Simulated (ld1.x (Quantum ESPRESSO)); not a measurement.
Transferability test, TM potential for Te (Z = 52)

| Item | Value |
| --- | --- |
| Element | Te |
| Generator | ld1.x (Quantum ESPRESSO) 7.5 |
| Type | norm-conserving Troullier–Martins (Kleinman–Bylander form) |
| Functional | LDA (PZ) |
| Relativity | fully relativistic |
| Frozen core | [Kr] 4d10 |
| Valence charge | 6 |
| Reference configuration | 5s1 5p5 |
| Partial waves | 5s (bound): rc 1.60 bohr; 5p (bound): rc 1.55 bohr |
| Local potential | the p channel |
| Core correction | a·sin(br)/r model core, default radius (core density twice the valence density) |

Open shells are filled in proportion to 2j + 1 (rel_dist='average').

Energies are relative to the spin-unpolarised reference configuration 5s1 5p5; without spin polarisation the order of configurations can differ from experiment. The p channel is local and has no spin–orbit splitting in the pseudo-atom.

```
valence configuration  charge  ΔE all-electron (eV)  error AE − PS (meV)
              5s2 5p4       0                -9.316                  +51
              5s2 5p3      +1                 0.622                 +127
              5s2 5p2      +2                18.821                 +231
            5s2 5p3.5    +0.5                -5.320                  +85
              5s1 5p4      +1                10.515                  +72
```

Question: What are ΔE and the potential's error for 5s2 5p0?

Answer: ΔE = 83.026 eV all-electron; the error (AE − PS) is +355 meV.

Question: What are ΔE and the potential's error for 5s2 5p4.3?

Answer: ΔE = -10.838 eV all-electron; the error (AE − PS) is +35 meV.

Levels in the configuration 5s2 5p4.3:

```
   level  all-electron (eV)  pseudo (eV)
5s j=1/2            -13.078      -13.070
5p j=1/2             -4.555       -3.983
5p j=3/2             -3.774       -3.983
```

Note: ghost state, extra bound levels that the all-electron valence spectrum of the same l lacks: s at -270.3 eV. A true bound ghost makes a file unfit for plane-wave use. The potential misses its own reference levels by up to 0.6 eV.
